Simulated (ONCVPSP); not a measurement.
# An all-electron radial function and its pseudo partner (magnesium (Mg))

Columns: radius, all-electron u(r) and pseudo u(r) of the 2p shell (level -46.61 eV) of magnesium in the configuration [He] 2s2 2p6 3s2; PBE, scalar-relativistic, ONCV scheme, ONCVPSP 4.0.1.

```json
{"r (bohr)": "0.065", "all-electron": "0.1547", "pseudo": "0.0725"}
{"r (bohr)": "0.130", "all-electron": "0.4320", "pseudo": "0.2680"}
{"r (bohr)": "0.195", "all-electron": "0.6948", "pseudo": "0.5334"}
{"r (bohr)": "0.260", "all-electron": "0.8987", "pseudo": "0.8027"}
{"r (bohr)": "0.325", "all-electron": "1.0373", "pseudo": "1.0205"}
{"r (bohr)": "0.390", "all-electron": "1.1172", "pseudo": "1.1573"}
{"r (bohr)": "0.455", "all-electron": "1.1494", "pseudo": "1.2122"}
{"r (bohr)": "0.520", "all-electron": "1.1457", "pseudo": "1.2033"}
{"r (bohr)": "0.585", "all-electron": "1.1164", "pseudo": "1.1557"}
{"r (bohr)": "0.650", "all-electron": "1.0698", "pseudo": "1.0905"}
{"r (bohr)": "0.715", "all-electron": "1.0123", "pseudo": "1.0205"}
{"r (bohr)": "0.780", "all-electron": "0.9485", "pseudo": "0.9507"}
{"r (bohr)": "0.845", "all-electron": "0.8819", "pseudo": "0.8822"}
{"r (bohr)": "0.910", "all-electron": "0.8149", "pseudo": "0.8149"}
{"r (bohr)": "0.975", "all-electron": "0.7492", "pseudo": "0.7491"}
{"r (bohr)": "1.040", "all-electron": "0.6860", "pseudo": "0.6859"}
{"r (bohr)": "1.105", "all-electron": "0.6259", "pseudo": "0.6258"}
{"r (bohr)": "1.170", "all-electron": "0.5693", "pseudo": "0.5693"}
{"r (bohr)": "1.235", "all-electron": "0.5167", "pseudo": "0.5166"}
{"r (bohr)": "1.300", "all-electron": "0.4679", "pseudo": "0.4678"}
{"r (bohr)": "1.365", "all-electron": "0.4229", "pseudo": "0.4229"}
{"r (bohr)": "1.430", "all-electron": "0.3817", "pseudo": "0.3816"}
{"r (bohr)": "1.495", "all-electron": "0.3440", "pseudo": "0.3439"}
{"r (bohr)": "1.560", "all-electron": "0.3096", "pseudo": "0.3095"}
{"r (bohr)": "1.625", "all-electron": "0.2783", "pseudo": "0.2783"}
{"r (bohr)": "1.690", "all-electron": "0.2500", "pseudo": "0.2499"}
```

Question: How many radial nodes do the two functions have?

Answer: The all-electron 2p function has n − l − 1 = 0; the pseudo-wave has 0.

Question: At about which radius was the pseudo-wave matched?

Answer: 0.95 bohr. The columns agree to 0.0005 from 0.84 bohr on; several derivatives are matched, so the curves merge somewhat inside the radius.

Question: Is the pseudo-wave norm-conserving?

Answer: Yes: the ONCV scheme keeps the norm inside the radius equal to the all-electron one, which fixes the energy derivative of the logarithmic derivative at the level.
